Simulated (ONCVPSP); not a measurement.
Scattering properties, ONCV potential for sulfur (S)

```
Element                 : S
Generator               : ONCVPSP 4.0.1
Type                    : optimised norm-conserving Vanderbilt (ONCV)
Functional              : BLYP
Relativity              : scalar-relativistic
Frozen core             : [He]
Valence charge          : 14
Reference configuration : 2s2 2p6 3s2 3p4
Partial waves           : 2s+3s: rc 0.85 bohr, ncon 4, nbas 9, qcut 16.2 1/bohr, 2 projectors; 2p+3p: rc 0.70 bohr, ncon 4, nbas 8, qcut 20.3 1/bohr, 2 projectors; d scattering state at 0.08 Ha: rc 0.80 bohr, ncon 5, nbas 9, qcut 10 1/bohr, 2 projectors, debl 3.7 Ha
Local potential         : polynomial inside 0.55 bohr (lpopt 5, dvloc0 1 Ha)
Core correction         : Teter function, fcfact 2.25, rcfact 1.75
```

The phase is arctan(r·R′/R) of the radial function R(r), unwrapped; energies in Ha, scanned from -9 to 5 Ha. A pole is an energy at which the radial function vanishes at the test radius. The pseudo phase is shifted by a multiple of π to meet the all-electron one at the reference energy, and phase errors are pseudo minus all-electron; the curves can meet again beyond the range given. Levels narrower than the energy grid can be missing from the lists of poles.

| channel | radius (bohr) | reference energy (Ha) | poles, all-electron | poles, pseudo | unbroken range about the reference energy with phases within 0.05 rad | phase error 1 Ha above the reference energy (rad) |
| --- | --- | --- | --- | --- | --- | --- |
| s | 0.86 | -0.63 | -6.58 | -6.58 | the whole range | +0.000 |
| p | 0.71 | -0.25 | -3.39 | -3.39 | the whole range | +0.000 |
| d | 0.81 | 0.08 | none | none | the whole range | +0.000 |

Phases in the p channel:

```csv
E (Ha),all-electron,pseudo
-8.96,0.268,0.268
-8.24,-0.102,-0.102
-7.52,-0.524,-0.524
-6.80,-0.881,-0.881
-6.08,-1.133,-1.133
-5.36,-1.304,-1.304
-4.64,-1.425,-1.425
-3.92,-1.516,-1.516
-3.20,-1.588,-1.588
-2.48,-1.649,-1.649
-1.76,-1.704,-1.704
-1.04,-1.754,-1.754
-0.32,-1.804,-1.804
0.40,-1.854,-1.854
1.12,-1.907,-1.907
1.84,-1.966,-1.966
2.56,-2.032,-2.032
3.28,-2.110,-2.110
4.00,-2.204,-2.204
4.72,-2.321,-2.320
```
